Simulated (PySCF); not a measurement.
Vertical excitations of a molecule GeH6O2Si from TDA-PBE/def2-SVPD (PySCF 2.14.0), as energy in eV (oscillator strength): 6.26 (0.008), 6.46 (0.007), 6.54 (0.016), 6.67 (0.005), 6.73 (0.033), 6.96 (0.019), 7.02 (0.006), 7.15 (0.025), 7.45 (0.020), 7.54 (0.037). Lowest triplet (TDA): 5.99 eV. The structure is a stationary point at PBE0-D3(BJ)/def2-SVP. One conformer was computed; it need not be the lowest.

Identify the compound among the candidates.
A. [OH][GeH2][O][SiH3]
B. [OH][GeH]([OH])[SiH3]
C. O[SiH](O)[GeH3]
D. O[SiH2][GeH2][OH]

A, [OH][GeH2][O][SiH3]
